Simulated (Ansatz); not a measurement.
Basis sets compared for the cluster LaF₃ (the lowest singlet isomer of a short search). Charge 0, multiplicity 1. Geometry r2SCAN-D4/def2-TZVP. Ansatz on 4 threads of Arm Neoverse V1 on a shared host; times are rough, and most runs start from earlier orbitals.

Cartesian coordinates in Å:
```
La -0.059 -0.397 -0.107
F -1.266 0.734 -1.481
F -0.727 -0.268 1.932
F 2.052 -0.069 -0.344
```

In the def2 sets La takes a core potential; there is no spin–orbit coupling. The structure comes from a short search, and lower isomers may exist.

```csv
level,functions,energy (Eh),HOMO (eV),LUMO (eV),wall time
PBE-D4/def2-SVP,74,-330.8696,-7.74,-2.71,0.65 s
PBE-D4/def2-TZVP,133,-331.2407,-8.04,-2.81,0.95 s
r2SCAN-D4/def2-TZVP,133,-331.3918,-8.43,-2.27,1.9 s
PBE0-D4/def2-SVP,74,-330.8387,-9.65,-2.11,0.75 s
PBE0-D4/def2-TZVP,133,-331.2078,-9.92,-2.18,1 s
```

Problem. Estimate the rows for PBE-D4/def2-TZVPD, r2SCAN-D4/def2-TZVPD, PBE0-D4/def2-TZVPD.

Solution. 
| level | functions | energy (Eh) | HOMO (eV) | LUMO (eV) | wall time |
| --- | --- | --- | --- | --- | --- |
| PBE-D4/def2-TZVPD | 163 | -331.2455 | -8.12 | -2.80 | 1.3 s |
| r2SCAN-D4/def2-TZVPD | 163 | -331.3962 | -8.48 | -2.24 | 2.8 s |
| PBE0-D4/def2-TZVPD | 163 | -331.2123 | -9.97 | -2.16 | 1.6 s |
